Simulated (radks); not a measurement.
The mean radii <r> (bohr) of the occupied orbitals of an atom or ion are listed with their occupations. Method: scalar-relativistic Kohn-Sham, LDA (Slater exchange, Perdew-Wang correlation), spin-polarised, spherical densities, point nucleus; computed with a radial shooting solver on a logarithmic mesh with Libxc functionals.

orbital  occ.      <r>
1s          2  0.02613
2s          2   0.1122
2p          6  0.09823
3s          2   0.2993
3p          6   0.2972
3d         10   0.2735
4s          2   0.6908
4p          6   0.7324
4d         10   0.8121

Name the element and its charge. Open shells, if any, are filled with parallel spins first.

Answer. Z = 55, caesium, charge +9: Cs9+ in [Kr] 4d10. The 1s radius gives Z: for a bare nucleus <r> = (2 gamma + 1)/(2Z) with gamma = sqrt(1 - (Z/c)^2), 0.02574 bohr for Z = 55, and screening makes it slightly larger (0.02613 here). The occupations add up to 46, and the charge is Z minus that.
